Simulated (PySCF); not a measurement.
PySCF 2.14 output of a UHF calculation on a single atom or ion in cc-pVTZ-PP with ECP28MDF (5s5p4d2f1g, 63 functions), with scalar relativity through the core potential:

```
SCF conv_tol = 1e-09
number electrons alpha = 9  beta = 8
cycle= 1 E= -145.098379760867  delta_E= -0.0064  |g|= 0.0306  |ddm|= 0.0418
cycle= 2 E= -145.098598027777  delta_E= -0.000218  |g|= 0.00681  |ddm|= 0.01
cycle= 3 E= -145.098620821358  delta_E= -2.28e-05  |g|= 0.00161  |ddm|= 0.00562
cycle= 4 E= -145.098624270954  delta_E= -3.45e-06  |g|= 0.00088  |ddm|= 0.0024
cycle= 5 E= -145.098625610097  delta_E= -1.34e-06  |g|= 0.000261  |ddm|= 0.00208
cycle= 6 E= -145.098625724957  delta_E= -1.15e-07  |g|= 6.6e-05  |ddm|= 0.000662
cycle= 7 E= -145.098625732274  delta_E= -7.32e-09  |g|= 1.32e-05  |ddm|= 0.000169
cycle= 8 E= -145.098625732606  delta_E= -3.32e-10  |g|= 2.58e-06  |ddm|= 3.51e-05
converged SCF energy = -145.098625732606  <S^2> = 0.75267689  2S+1 = 2.0026751
```

The run itself started from symmetry-adapted Hartree-Fock orbitals and held the occupation by maximum overlap, so the iterations belong to that start.

Q: Which element, charge and spin multiplicity is this?

A: Ag²⁺ (silver, charge +2), multiplicity 2; the state was [Kr] 4d9, 2D determinant.

Energies and moments cover only the electrons outside the core potential.
